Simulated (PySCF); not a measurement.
**Spinor energies of Se⁺ (selenium, charge +1)**

Start: [Ar] 3d10 4s1 4p3 5s1; 4s1/2 filled at m_j = +1/2; 4p3/2 filled at m_j = -1/2, +1/2, +3/2; 5s1/2 filled at m_j = +1/2. Calculated with PySCF 2.14 in x2c-SVPall-2c with one added diffuse shell each of s, p, d type (6s7p4d, 47 functions): generalised Hartree-Fock with the X2C-1e Hamiltonian and a Gaussian nucleus; one run each with spin-orbit coupling (SO) switched off, then screened by Boettger's factors. This is a chosen level, not necessarily the ground level.

```tsv
spinor shell	electrons	ε, spin-free (eV)	ε, screened SO (eV)	weight of nominal j (screened SO)	rms radius, screened SO (bohr)
1s1/2	2	-12750.4	-12750.2	1.000	0.0508
2s1/2	2	-1712.7	-1712.7	1.000	0.212
2p1/2	2	-1504.0	-1532.8	1.000	0.187
3s1/2	2	-267.72	-267.71	1.000	0.613
3p1/2	2	-200.12	-204.49	0.990	0.629
3p3/2	4	-200.12	-197.99	0.995	0.639
3d3/2	4	-87.855	-88.532	0.895	0.696
3d5/2	6	-87.855	-87.389	0.930	0.693
4s1/2	1	-43.267	-43.257	1.000	1.82
4p3/2	3	-26.936	-26.939	0.646	2.14
5s1/2	1	-9.228	-9.227	1.000	4.82
```

Question: Where does 2p3/2 lie, and what is the 2p spin-orbit splitting (screened SO)?

Answer: At -1490.2 eV, 42.593 eV above 2p1/2.

| quantity | spin-free | screened SO |
| --- | --- | --- |
| E (hartree) | -2426.65139 | -2426.74740 |
| M_J | 5/2 | 5/2 |
| ⟨J²⟩ | 8.751 | 8.752 |
| ⟨L²⟩ | 0.000 | 0.007 |
| ⟨S²⟩ | 8.751 | 8.743 |

Each row is a mean over spinors that exchange with the open shell spreads, by up to 1.632 eV (3s1/2).

Rows whose weight is well below 1 are mixtures of j = l ± 1/2: exchange outweighs spin-orbit coupling there, and the label is only the starting occupation.

Without spin-orbit coupling the j labels of p, d and f shells carry no meaning; the spin-free column gives the mean over the occupied spinors of each nl shell.
